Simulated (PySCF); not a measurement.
Compound: C3H6N2O2Si.
Numbering: `[CH3:1][O:2][c:3]1[n:4][n:5][c:6]([SiH3:7])[o:8]1` (hydrogens: H9, H10, H11 on C1; H12, H13, H14 on Si7)

Torsions of this conformer, `[CH3:1][O:2][c:3]1[n:4][n:5][c:6]([SiH3:7])[o:8]1`: C1–O2–C3–N4 -1°.

The closed-shell ground state was solved at several levels (PySCF, density fitting, gas phase, non-relativistic). The structure is a single PBE0-D3(BJ)/def2-SVP conformer in the gas phase; no vibrational or solvent corrections.

| level | basis functions | HOMO (eV) | LUMO (eV) | gap (eV) | dipole (D) |
| --- | --- | --- | --- | --- | --- |
| PBE0/pcSseg-1 | 173 | -7.47 | -0.61 | 6.86 | 2.16 |
| wB97X-D/def2-SVPD | 218 | -9.34 | 1.09 | 10.43 | 2.16 |

**Question.** What might B97-2/pcSseg-1 (173 basis functions) give for the same quantities?

**Answer.** HOMO -7.21 eV, LUMO -0.66 eV, gap 6.55 eV, dipole 2.16 D.

**Question.** Over all these levels, which gives the widest orbital gap and which the narrowest?

**Answer.** wB97X-D/def2-SVPD (range-separated hybrid) has the widest, 10.43 eV, and B97-2/pcSseg-1 (global hybrid, 21 % exact exchange) the narrowest, 6.55 eV. Functional and basis both differ between the two, so the spread mixes both effects.

**Question.** How far do the dipole and the HOMO energy spread over the levels?

**Answer.** The dipole runs from 2.16 to 2.16 D (mean 2.16 D) and the HOMO from -9.34 to -7.21 eV.
